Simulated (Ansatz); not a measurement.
Ideal-gas functions of F₂HHfIO (`[OH][Hf]([F])([F])[I]`) at 298.15 K and 1 bar, from an Ansatz frequency run at PBE0-D4/def2-TZVP.

Molar mass 360.4 g/mol, point group Cs (symmetry number 1), electronic degeneracy 1, moments of inertia 178.065, 789.863, 790.778 u Å². Harmonic wavenumbers (cm⁻¹, unscaled): 100, 105, 143, 170, 175, 211, 215, 261, 646, 655, 736, 4012.

Use S(trans) = R[1.5 ln M + 2.5 ln T − 1.1517]; rotational temperatures θ = 24.2544 K / I; S(rot) = R[ln(√π/σ · √(T³/θAθBθC)) + 1.5]; for each mode x = 1.438777 ν̃/T, S = R[x/(eˣ − 1) − ln(1 − e⁻ˣ)] and H = RT x/(eˣ − 1); 1 cm⁻¹ = 0.0119627 kJ/mol; R = 8.31446 J/(mol·K).

Question: By hand: the entropy, in J/(mol·K).

Answer: Translation 182.3. Rotation: θ = 0.1362, 0.0307, 0.0307 K, giving 125.5. Vibration, mode by mode: 14.45, 14.06, 11.56, 10.19, 9.96, 8.51, 8.37, 6.92, 1.58, 1.52, 1.11, 0.00, in all 88.2. Electronic 0.0. Sum 396.0 J/(mol·K).

Question: By hand: H − E and G − E in kJ/mol, counted from the electronic energy.

Answer: Zero-point energy ½ × 7429 × 0.0119627 = 44.4; thermal vibration 13.8; translation, rotation and pV give 4 RT = 9.9. H − E = 68.1 kJ/mol, and G − E = 68.1 − 298.15 × 396.0/1000 = -50.0 kJ/mol.

Vibration gives 22 % of the entropy, 40.1 J/(mol·K) of it from the modes under 150 cm⁻¹: soft modes count most, and the harmonic formula is weakest for them. The sum counts one conformer and one mirror image; others add a mixing term.
